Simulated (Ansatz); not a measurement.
Ca₂S₂. Charge 0, multiplicity 5. Geometry r2SCAN-D4/def2-TZVP; atoms count from 1.

```tsv
atom	x (Å)	y (Å)	z (Å)
Ca1	-0.9548	1.3075	-1.1232
Ca2	1.2508	-0.8592	1.2571
S3	-1.3365	0.1339	1.3602
S4	1.0406	-0.5822	-1.4942
```

At PBE0-D4/def2-TZVP a singlet of charge 0 lies 4.78 eV below the quintet, each at its own geometry. The structure comes from a short search, and lower isomers may exist.

(1) Estimate the Mulliken populations from the PBE0/def2-TZVP orbitals of Ansatz.

(2) Where does the spin sit?

(3) And the Mayer bond orders between heavy atoms (over 0.3)?

Results:

(1) 
```json
{"atom": "Ca1", "charge (e)": "0.52", "spin (α − β)": "0.99"}
{"atom": "Ca2", "charge (e)": "0.52", "spin (α − β)": "0.99"}
{"atom": "S3", "charge (e)": "-0.52", "spin (α − β)": "1.01"}
{"atom": "S4", "charge (e)": "-0.52", "spin (α − β)": "1.01"}
```
Mulliken values depend strongly on the basis.

(2) Summed by element: Ca 1.99, S 2.01, of 4 unpaired in all. Largest on single atoms: S3 1.01, S4 1.01, Ca1 0.99.

(3) Ca1–S3 0.43 (2.77 Å); Ca1–S4 0.43 (2.77 Å); Ca2–S3 0.43 (2.77 Å); Ca2–S4 0.43 (2.77 Å).
